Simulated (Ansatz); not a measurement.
# A ladder of methods for BHBr (SMILES [BH]Br)

The species is BHBr (3 atoms), meant as a doublet with charge 0. SMILES: `[BH]Br`. Geometry: relaxed at PBE0-D4/def2-TZVP.

```xyz
3

B    -0.0945   -0.5230   -0.1157
Br    1.1810    0.5632    0.7098
H    -1.0974   -0.1050   -0.6073
```

Quantity: the energy change with the B1–H3 bond stretched from 1.193 to 1.789 Å, in eV. The values are calculated.

```
            level                    kind  program  value (eV)  less FCI/STO-3G  CPU time (all runs)
       UHF/STO-3G            Hartree–Fock   Ansatz        3.04            +0.72               0.35 s
     UBLYP/STO-3G                     GGA   Ansatz        2.21            -0.11                3.1 s
  U-r2SCAN/STO-3G                meta-GGA   Ansatz        2.48            +0.16                9.2 s
    UB3LYP/STO-3G           global hybrid   Ansatz        2.45            +0.13                3.1 s
   U-wB97X/STO-3G  range-separated hybrid   Ansatz        2.64            +0.32                 15 s
UCAM-B3LYP/STO-3G  range-separated hybrid   Ansatz        2.61            +0.29                3.9 s
      UMP2/STO-3G     perturbation theory   Ansatz        2.89            +0.57               0.36 s
  UCCSD(T)/STO-3G   coupled cluster or CI   Ansatz        2.32             0.00               0.96 s
     UCCSD/STO-3G   coupled cluster or CI   Ansatz        2.34            +0.02               0.87 s
       FCI/STO-3G      exact in the basis   Ansatz        2.32             0.00                2.3 s
```

FCI/STO-3G is exact within its basis and frozen core, so for wave-function methods in that basis the difference is their error; functionals converge differently with the basis, so for them it is only a difference. All-electron rows without a relativistic Hamiltonian named are non-relativistic. The first shape isn't each level's own minimum. The values span 2.21 to 3.04 eV. Spin contamination of the reference (⟨S²⟩ at least 0.1 too high) touches UHF/STO-3G, UMP2/STO-3G, UCCSD(T)/STO-3G, UCCSD/STO-3G. All rows use very small basis sets, so none should be taken for the real molecule's value. In the correlated wave-function rows the outer d shell of Br is correlated, in sets not made for it. In so small a basis fixed costs decide the times, and correlated methods can beat functionals. CPU times are rough (shared hosts, several kinds of processor and program).
